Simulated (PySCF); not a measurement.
The group X on SiH2(OH)-X is varied. All species are isolated molecules in the gas phase. One relaxed conformer stands for each flexible species; it need not be the lowest. Strings in code marks are SMILES.

The four lowest singlet excitations (Tamm–Dancoff). Calculation: PBE0-D4/def2-TZVP run with PySCF. Excitations are Tamm–Dancoff values on a coarser integration grid. The basis has no diffuse functions, so Rydberg states are missing or too high.

```tsv
state	energy (eV)	wavelength (nm)	oscillator strength
S1	6.12	203	0.012
S2	7.33	169	0.044
S3	7.38	168	0.020
S4	7.55	164	0.145
```

Problem. Name which member gives these states.
A) `C=C[SiH2]O` (C–C–Si–O torsion -6°, C–Si–O–H torsion -73°)
B) `O[SiH2]S` (H–O–Si–S torsion -52°, O–Si–S–H torsion -65°)
C) `O[SiH2]B(O)O`
D) `O[SiH2][GeH3]` (H–O–Si–Ge torsion 60°)

Solution. D, `O[SiH2][GeH3]` (H–O–Si–Ge torsion 60°)
